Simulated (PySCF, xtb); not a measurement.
C2H2BO−: which of two structures lies lower

Structure X: a singlet given by its coordinates. Structure Y: a singlet given by its coordinates. Both are isolated ions in the gas phase, relaxed with B3LYP-D3(BJ)/def2-SVPD.

X (Å):

```xyz
6

C    -1.3983   -0.1993   -0.8062
C    -1.5044   -1.2049   -0.1136
B    -1.3063    1.1338   -1.6986
O    -0.2968    1.4262   -2.4391
H    -2.3400    1.8354   -1.5723
H    -1.5714   -2.0930    0.4829
```

Close contacts (Å): C1–C2 1.23, C1–B3 1.61, B3–O4 1.29, C2–H6 1.07, B3–H5 1.26.

Y (Å):

```yaml
atoms:
  - { symbol: C, position_ang: [-1.1412, 0.8777, -1.0466] }
  - { symbol: C, position_ang: [-1.0994, -0.3596, -0.4930] }
  - { symbol: B, position_ang: [-2.0772, -0.1899, -1.7010] }
  - { symbol: O, position_ang: [-2.9469, -0.5983, -2.5473] }
  - { symbol: H, position_ang: [-0.6061, 1.8145, -0.8048] }
  - { symbol: H, position_ang: [-0.5184, -0.7719, 0.3526] }
```

Close contacts (Å): C1–C2 1.36, C1–B3 1.56, C2–B3 1.56, B3–O4 1.28, C1–H5 1.11, C2–H6 1.11.

Energies in hartree; the thermal terms are from B3LYP-D3(BJ)/def2-SVPD harmonic frequencies (ideal gas, rigid rotor, one conformer each, 298.15 K, 1 atm) and include the zero-point energy:

```
                               X           Y
E, CCSD(T)/def2-SVPD  −176.910053  −176.895902
    E, MP2/def2-SVPD  −176.868057  −176.854340
  E, MP2/def2-TZVPPD  −177.165331  −177.150930
   zero-point energy     0.032253     0.034035
        H(298 K) − E     0.037785     0.038976
        G(298 K) − E     0.005987     0.009043
```

Task: Correct the CCSD(T) difference for the basis set by the MP2 change, then work out ΔE, ΔE₀, ΔH and ΔG for X → Y in kcal/mol (1 Eh = 627.51 kcal/mol) and the equilibrium ratio [Y]/[X].

Result: 1. Differences Y − X: CCSD(T) +0.014151, MP2 in the small set +0.013717, MP2 in the large set +0.014401 Eh.
2. ΔE = +0.014151 + (+0.014401 − (+0.013717)) = +0.014835 Eh = +9.31 kcal/mol.
3. ΔE₀ = ΔE + ΔZPE = +0.014835 + (+0.001782) Eh = +10.43 kcal/mol.
4. ΔH = ΔE + (+0.001191) Eh = +10.06 kcal/mol.
5. ΔG = ΔE + (+0.003056) Eh = +11.23 kcal/mol, so ΔS = (ΔH − ΔG)/T = −16.4 J/(mol K).
6. kT = 0.9442 mEh, so K = [Y]/[X] = exp(−ΔG/kT) = exp(−18.95) ≈ 5.9 × 10^−9.

Structure X is favoured at this temperature. An error of 1 kcal/mol in ΔG would change K by a factor of 5.4. Mirror images and further conformers aren't counted.

Other levels gave ΔE = +17.2 (GFN2-xTB); +19.0 (HF/STO-3G, GFN2-xTB geometries); +1.5 (r2SCAN-D4/def2-SVPD, GFN2-xTB geometries); +6.2 (B3LYP-D3(BJ)/def2-SVPD); +8.3 (HF/def2-SVPD); +8.6 (MP2/def2-SVPD); +8.9 (CCSD(T)/def2-SVPD) kcal/mol. The correlated steps freeze 4 core orbitals. Programs: PySCF 2.14.0, xtb 6.7.1.
